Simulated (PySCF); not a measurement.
## Working out the electron affinity of Ga

Ga⁻ [Ar] 3d10 4s2 4p2 (3P) → Ga [Ar] 3d10 4s2 4p1 (2P). All numbers are calculated (PySCF 2.14, scalar relativity through the core potential, in aug-cc-pVTZ-PP with one added diffuse shell each of s, d, f type with ECP10MDF (7s5p5d3f, 68 functions)). Frozen: 3s2 3p6 3d10. Energies in hartree (1 hartree = 27.21139 eV):

| part | Ga⁻ (lower) | Ga (upper) |
| --- | --- | --- |
| UHF | -258.299736 | -258.302074 |
| CCSD correlation | -0.059718 | -0.047252 |
| (T) | -0.002448 | -0.000909 |

**Question.** What does Hartree-Fock give?

**Answer.** (-258.302074) − (-258.299736) = -0.002338 hartree = -0.064 eV.

**Question.** What do CCSD and CCSD(T) give?

**Answer.** The CCSD correlation energies differ by 0.012466 hartree = 0.339 eV and the triples by 0.001539 hartree = 0.042 eV, so CCSD gives 0.275 eV and CCSD(T) 0.317 eV.

Reference: 0.301 eV (measured; photodetachment measurements, as compiled on the Wikipedia data page of electron affinities), between the lowest levels; spin-orbit coupling is absent from the calculation.

What remains against the reference includes basis incompleteness, the frozen core and higher excitations.
